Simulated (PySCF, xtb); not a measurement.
C3H6BF, SMILES FBCC=C.

xtb with GFN2-xTB at its own geometry gives an orbital gap of 4.11 eV and a dipole moment of 1.00 D.

Geometry optimised at PBE-D3(BJ)/def2-SVP. The structure was generated by enumeration, and PubChem lists no compound with its InChIKey, so it may never have been made. One conformer was computed; it need not be the lowest.

Task: What does PBE/def2-TZVP run with PySCF give? (The exact figures need the calculation; the answer reports its results.)

Result: gap 4.49 eV (levels -6.20 and -1.72 eV), dipole 0.93 D.
